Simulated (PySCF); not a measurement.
## Excitation energy of Mg by level of theory

Mg [Ne] 3s2 (1S) → Mg [Ne] 3p2 (3P), as a difference of total energies. Computed with PySCF 2.14 in aug-cc-pCVDZ (6s5p3d, 36 functions), with the non-relativistic Hamiltonian (point nucleus). Correlated levels: valence: [Ne] frozen. The calculations carry no spin-orbit coupling.

```csv
method,excitation energy (eV)
UHF,6.286
MP2 (valence),6.755
SCS-MP2 (valence),6.955
CCSD (valence),6.961
```

**Question.** How much does correlation contribute at MP2 (valence)?

**Answer.** 6.755 − (6.286) = 0.469 eV, measured against UHF.

Errors of the correlated levels include the incompleteness of this basis and the frozen core.

With two correlated electrons CCSD is exact in that space.

For comparison: 7.173 eV (measured; NIST levels, between the centres of gravity of the two terms).
